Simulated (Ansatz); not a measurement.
Abridged output of a molecular run in Ansatz:

```
Functional definition: HF
1478 factors; integrals over basis functions are off by at most 1.3e-3 eV
mean field evaluation 1: about -55190.1539 eV, gradient 3.8e1 eV
mean field evaluation 2: about -55190.2556 eV, gradient 3.8e1 eV
mean field evaluation 4: about -55194.0713 eV, gradient 4.2e0 eV
mean field evaluation 8: about -55194.1243 eV, gradient 2.7e-1 eV
mean field -55194.12472558 eV, -2028.3466717438 hartree, gradient 1.4e-6 eV, S^2 0.000000; 0 other end points of the search recorded, 0 dependent functions left out
12 core orbitals not correlated: weight in the atoms' cores, before any rotation towards them, 1.000 or more for the frozen orbitals, at most 0.000 for the correlated occupied ones
reference -55194.12472558 eV, -2028.3466717438 hartree; 16, 16 occupied and 225, 225 virtual orbitals, 1478 factors
second order -18.94806906 eV of doubles, -0.00000000 eV of singles
cycle   1  -19.34566306 eV  change   -4.0e-1 eV  update   1.0e-1
cycle   2  -19.93314119 eV  change   -5.9e-1 eV  update   3.1e-2
cycle   3  -20.03063184 eV  change   -9.7e-2 eV  update   1.5e-2
cycle   4  -20.02561670 eV  change    5.0e-3 eV  update   3.7e-3
cycle   5  -20.02407185 eV  change    1.5e-3 eV  update   1.6e-3
cycle   6  -20.02380952 eV  change    2.6e-4 eV  update   5.8e-4
cycle   7  -20.02368656 eV  change    1.2e-4 eV  update   2.4e-4
cycle   8  -20.02371323 eV  change   -2.7e-5 eV  update   9.0e-5
cycle   9  -20.02373065 eV  change   -1.7e-5 eV  update   3.6e-5
perturbative correction -0.78761904 eV, -0.0289444658 hartree
Total energy: -55214.93607527 eV, -2029.1114747384 hartree
```

Its atoms:

```xyz
12

B     0.5557    1.7043    0.5139
C    -0.5681    0.9069    1.1249
Ga   -0.0783   -0.9403    0.4561
C    -0.0191   -1.3103   -1.4690
H     0.4964    2.0720   -0.6277
H     1.5741    1.9001    1.1208
H    -0.6223    0.8061    2.2082
H    -1.5558    1.0108    0.6611
H     0.1703   -2.0316    1.5604
H     1.0012   -1.1349   -1.8264
H    -0.6760   -0.6382   -2.0238
H    -0.2782   -2.3448   -1.6986
```

(1) Which basis set was used?
A. cc-pV(D+d)Z
B. cc-pV(Q+d)Z
C. def2-SVPD
D. def2-TZVPP

(2) Write the keys of the input that set method, charge and spin (a neutral closed shell needs none for the last two).

Answers

(1) D. It gives 253 functions.

(2) 
```yaml
correlation: {method: ccsd_t}
```
